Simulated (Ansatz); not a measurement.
C2H10BNSi, SMILES `CB(N)C[SiH3]`. Charge 0, multiplicity 1. Geometry: relaxed with PBE0-D4/def2-TZVP. It is one conformer, not always the lowest.

```xyz
15

C     1.336   -1.168    0.723
B    -0.048   -0.417    0.661
N    -0.576    0.170    1.817
C    -0.833   -0.285   -0.699
Si   -0.319    1.260   -1.625
H     1.846   -1.086    1.687
H     2.019   -0.803   -0.051
H     1.192   -2.234    0.515
H    -1.453    0.661    1.840
H    -0.102    0.148    2.703
H    -0.631   -1.134   -1.360
H    -1.918   -0.224   -0.557
H     1.157    1.299   -1.820
H    -0.959    1.333   -2.968
H    -0.713    2.478   -0.865
```

**Question.** What is the dipole moment at B3LYP/def2-TZVPP? (Best estimate.)

**Answer.** Ansatz gave: 1.68 D, with components (-0.74, -0.25, 1.49) D in this frame, pointing from negative to positive charge.

**Question.** And with PBE, r2SCAN, ωB97M-V? (Estimate.)

**Answer.** The calculation gave: PBE 1.75 D, r2SCAN 1.70 D, ωB97M-V 1.68 D.

**Question.** Give the Mulliken charges with B3LYP, r2SCAN, PBE in def2-TZVPP. (Best estimate.)

**Answer.** Computed: 
```csv
atom,B3LYP,r2SCAN,PBE
C1,-0.35,-0.27,-0.37
B2,0.17,0.25,0.14
N3,-0.28,-0.33,-0.27
C4,-0.30,-0.29,-0.28
Si5,0.26,0.28,0.18
H6,0.07,0.03,0.07
H7,0.10,0.06,0.10
H8,0.09,0.06,0.10
H9,0.15,0.16,0.16
H10,0.15,0.16,0.16
H11,0.10,0.08,0.10
H12,0.09,0.07,0.09
H13,-0.08,-0.08,-0.06
H14,-0.08,-0.09,-0.06
H15,-0.08,-0.09,-0.07
```

B3LYP here is the variant with VWN-RPA as its local correlation; programs differ in this.
